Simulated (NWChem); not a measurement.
System: C₂H₂Br₂; SMILES C=C(Br)Br

```xyz
6

C      0.0000     0.0000    -2.0474
C      0.0000     0.0000    -0.7051
Br    -1.5999     0.0000     0.3130
Br     1.5999     0.0000     0.3130
H      0.9478     0.0000    -2.6047
H     -0.9478     0.0000    -2.6047
```
Atoms are numbered in this order, from 1.

Level: PBE-D3(BJ)/def2-SVP (NWChem), optimised geometry, unscaled harmonic frequencies. This build's default masses of Se (78.918 u) and Br (79.917 u) are each other's, which moves their modes by up to 0.6 %.

```
frequency (cm⁻¹)  IR intensity (km/mol)
----------------  ---------------------
181                                 0.0
317                                 0.1
417                                 8.3
465                                 5.7
645                                 0.0
668                                85.2
833                                38.8
1017                               88.4
1320                                0.6
1609                               64.8
3096                                2.9
3204                                0.8
```

| Item | Result |
|---|---|
| zero-point energy | 19.7 kcal/mol |
| thermal correction to the enthalpy at 298.15 K (with zero-point energy) | 23.2 kcal/mol |
| heat capacity Cv | 15.2 cal/(mol K) |
| entropy at 298.15 K and 1 atm (symmetry number 2) | 74.6 cal/(mol K) |
| dipole moment | 1.03 D |

Rigid rotor and harmonic oscillator.
